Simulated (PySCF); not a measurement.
thioethanol (C2H6S), singlet, at a GFN2-xTB geometry; CASCI(6,6)/6-31G* (PySCF).

The PySCF input:
```python
from pyscf import gto, scf, mcscf
import numpy

mol = gto.Mole()
mol.atom = '''
    C     1.520616    0.691102   -0.005370
    C     0.011604    0.831165    0.003177
    S    -0.761806   -0.837889    0.000775
    H    -2.020391   -0.404145    0.009138
    H    -0.330410    1.349655    0.898847
    H    -0.339868    1.356605   -0.884748
    H     1.984528    1.675249   -0.003995
    H     1.855539    0.144186    0.873179
    H     1.846181    0.151063   -0.891656
'''
mol.basis = '6-31g*'
mol.charge = 0
mol.spin = 0
mol.verbose = 4
mol.build()

mf = scf.RHF(mol)
mf.kernel()
mc = mcscf.CASCI(mf, 6, 6)
mc.fix_spin_(ss=0.0)
mc.kernel()
occ = numpy.linalg.eigvalsh(mc.fcisolver.make_rdm1(mc.ci, mc.ncas, mc.nelecas))[::-1]
ss = mc.fcisolver.spin_square(mc.ci, mc.ncas, mc.nelecas)[0]
print('natural occupations', occ.round(4), ' <S^2>', round(ss, 4))
```

What the program printed (banner, timings and long lists left out):

```
PySCF version 2.14.0

[INPUT] verbose = 4
[INPUT] num. atoms = 9
[INPUT] num. electrons = 34
[INPUT] charge = 0
[INPUT] spin (= nelec alpha-beta = 2S) = 0
[INPUT] symmetry False subgroup None
[INPUT] Mole.unit = angstrom
[INPUT] Symbol           X                Y                Z      unit          X                Y                Z       unit  Magmom
[INPUT]  1 C      1.520616000000   0.691102000000  -0.005370000000 AA    2.873547780632   1.305993504139  -0.010147829289 Bohr   0.0
[INPUT]  2 C      0.011604000000   0.831165000000   0.003177000000 AA    0.021928381949   1.570674214324   0.006003659898 Bohr   0.0
[INPUT]  3 S     -0.761806000000  -0.837889000000   0.000775000000 AA   -1.439604700050  -1.583380732786   0.001464537747 Bohr   0.0
[INPUT]  4 H     -2.020391000000  -0.404145000000   0.009138000000 AA   -3.817985654536  -0.763723364612   0.017268317326 Bohr   0.0
[INPUT]  5 H     -0.330410000000   1.349655000000   0.898847000000 AA   -0.624384408818   2.550478312650   1.698574657887 Bohr   0.0
[INPUT]  6 H     -0.339868000000   1.356605000000  -0.884748000000 AA   -0.642257438504   2.563611909216  -1.671931409257 Bohr   0.0
[INPUT]  7 H      1.984528000000   1.675249000000  -0.003995000000 AA    3.750214406531   3.165761800451  -0.007549455868 Bohr   0.0
[INPUT]  8 H      1.855539000000   0.144186000000   0.873179000000 AA    3.506460523449   0.272472050997   1.650069167722 Bohr   0.0
[INPUT]  9 H      1.846181000000   0.151063000000  -0.891656000000 AA    3.488776466376   0.285467697555  -1.684985637325 Bohr   0.0

nuclear repulsion = 107.456703159374
number of shells = 32
number of NR pGTOs = 129
number of NR cGTOs = 58
basis = 6-31g*
ecp = {}

******** <class 'pyscf.scf.hf.RHF'> ********
method = RHF
initial guess = minao
damping factor = 0
level_shift factor = 0
DIIS = <class 'pyscf.scf.diis.CDIIS'>
diis_start_cycle = 1
diis_space = 8
diis_damp = 0
SCF conv_tol = 1e-09
SCF conv_tol_grad = None
SCF max_cycles = 50
direct_scf = True
direct_scf_tol = 1e-13
Set gradient conv threshold to 3.16228e-05
Initial guess from minao.
init E= -476.95286792135
  HOMO = -0.274750896761517  LUMO = 0.0771804903250084  gap/eV = 9.57654
cycle= 1 E= -476.691235984569  delta_E= 0.262  |g|= 0.325  |ddm|= 2.41
  HOMO = -0.33936816366941  LUMO = 0.164836846222696  gap/eV = 13.72012
cycle= 2 E= -476.728044747368  delta_E= -0.0368  |g|= 0.13  |ddm|= 0.485
  HOMO = -0.352532708031645  LUMO = 0.171720432162376  gap/eV = 14.26565
cycle= 3 E= -476.732538697436  delta_E= -0.00449  |g|= 0.0372  |ddm|= 0.151
  HOMO = -0.353050897777329  LUMO = 0.172929772506773  gap/eV = 14.31266
cycle= 4 E= -476.733128847451  delta_E= -0.00059  |g|= 0.00736  |ddm|= 0.063
  HOMO = -0.352288948533519  LUMO = 0.173964678799616  gap/eV = 14.32009
cycle= 5 E= -476.73315358782  delta_E= -2.47e-05  |g|= 0.002  |ddm|= 0.0138
  HOMO = -0.352938947551845  LUMO = 0.173645917055425  gap/eV = 14.32910
cycle= 6 E= -476.733156649272  delta_E= -3.06e-06  |g|= 0.000534  |ddm|= 0.00652
  HOMO = -0.352894379057834  LUMO = 0.173713386748845  gap/eV = 14.32973
cycle= 7 E= -476.733156847713  delta_E= -1.98e-07  |g|= 0.000158  |ddm|= 0.00139
  HOMO = -0.352944021308156  LUMO = 0.173697218404276  gap/eV = 14.33064
cycle= 8 E= -476.733156867367  delta_E= -1.97e-08  |g|= 3.09e-05  |ddm|= 0.000511
  HOMO = -0.352946081417008  LUMO = 0.17369583238085  gap/eV = 14.33066
cycle= 9 E= -476.73315686792  delta_E= -5.53e-10  |g|= 9.37e-06  |ddm|= 6.71e-05
  HOMO = -0.352944989590097  LUMO = 0.173696150629119  gap/eV = 14.33064
Extra cycle  E= -476.733156867961  delta_E= -4.06e-11  |g|= 3.83e-06  |ddm|= 1.62e-05
converged SCF energy = -476.733156867961

******** <class 'pyscf.mcscf.casci.CASCI'> ********
CAS (3e+3e, 6o), ncore = 14, nvir = 38
natorb = False
canonicalization = True
sorting_mo_energy = False
******** <class 'pyscf.fci.addons.SpinPenaltyFCISolver'> ********
max. cycles = 200
conv_tol = 1e-08
davidson only = True
linear dependence = 1e-12
level shift = 0.001
max iter space = 12
nroots = 1
pspace_size = 400
spin = None
Density matrix diagonal elements [1.99613272 1.98965817 1.99714203 0.00847468 0.00621332 0.00237908]
CASCI converged
CASCI E = -476.740441480636  E(CI) = -7.46472368238631  S^2 = 0.0000000
natural occupations [1.9971e+00 1.9962e+00 1.9897e+00 1.1200e-02 5.6000e-03 2.0000e-04]  <S^2> 0.0
```
